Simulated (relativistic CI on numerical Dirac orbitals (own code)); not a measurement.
## Forbidden transitions in In XLV

These numbers are calculated, not measured: Dirac-Coulomb-Breit CI, separate exchange-only KLI orbitals for each configuration, a model potential for QED, unscaled Slater integrals (own radial code, finite nucleus).

Configurations in the expansion (outside the closed core 1s2): 2s2.2p, 2s.2p2, 2p3, 2p2.3s, 2p2.3p, 2p2.3d, 2s2.3s, 2s2.3p, 2s2.3d, 2s.2p.3s, 2s.2p.3p, 2s.2p.3d, 2s2.4s, 2s2.4p, 2s2.4d, 2s2.4f. Levels of other configurations are missing.

```csv
λ vac (Å),Lower,Upper,Type,A (s⁻¹),gf,Branching (%)
2.7595,2s.2p2 4P_3/2 [4],2p2.3d 4D_7/2 [93],E2,4.21e+11,3.85e-03,5.0
2.7630,2s.2p2 4P_3/2 [4],2p2.3d 4F_7/2 [92],E2,2.06e+11,1.89e-03,11.6
2.7645,2s.2p2 4P_5/2 [9],2p2.3d 4F_9/2 [120],E2,6.39e+11,7.32e-03,62.2
2.7686,2s.2p2 2D_5/2 [5],2p2.3d 2G_9/2 [96],E2,6.37e+11,7.32e-03,77.8
2.7809,2s.2p2 2D_5/2 [5],2p2.3d 4F_7/2 [92],E2,2.79e+11,2.58e-03,15.6
2.8097,2s.2p2 2D_3/2 [6],2p2.3d 4F_7/2 [92],E2,1.44e+11,1.36e-03,8.1
2.8800,2s.2p2 2D_5/2 [5],2s.2p.3d 4F°_9/2 [61],M2,5.10e+08,6.35e-06,7.9
2.8932,2s.2p2 2D_3/2 [6],2s.2p.3p 2S_1/2 [68],E2,1.40e+11,3.51e-04,3.5
2.8965,2s.2p2 4P_3/2 [4],2s.2p.3p 4D_7/2 [49],E2,9.63e+10,9.69e-04,34.0
2.9075,2s.2p2 4P_1/2 [2],2s.2p.3p 4D_5/2 [29],E2,1.32e+11,1.01e-03,2.6
2.9162,2s.2p2 2D_5/2 [5],2s.2p.3p 4D_7/2 [49],E2,7.15e+10,7.29e-04,25.2
3.0381,2s.2p2 4P_5/2 [9],2s.2p.3d 4F°_9/2 [61],M2,2.88e+09,3.98e-05,44.2
3.0694,2s.2p2 2P_3/2 [11],2s.2p.3p 2S_1/2 [68],E2,1.24e+11,3.49e-04,3.1
3.0784,2s.2p2 4P_5/2 [9],2s.2p.3p 4D_7/2 [49],E2,6.88e+10,7.82e-04,24.3
3.1107,2s2.2p 2P°_3/2 [3],2s2.3p 2P°_1/2 [17],E2,2.40e+11,6.95e-04,11.0
52.955,2s2.2p 2P°_1/2 [1],2s2.2p 2P°_3/2 [3],M1,5.92e+07,9.95e-05,44.7
64.698,2s.2p2 4P_1/2 [2],2s.2p2 4P_3/2 [4],M1,5.18e+07,1.30e-04,3.6
```

Terms are leading LS components. Brackets give the number of a level in order of energy, since labels repeat. The list gives strong lines, with weight on those to low levels. Levels whose partners in the same complex of configurations lie outside the list can be far off, and so can their lines. Rates are taken at the computed energies, electric ones in the length gauge.

At this charge energies of transitions that change n are usually good to better than 1 %, and those within a shell (Δn = 0) to a few per cent.

LS names give the leading component of a level, which can be under half, so a name can repeat, a term be missing and a line seem to break the LS rules.
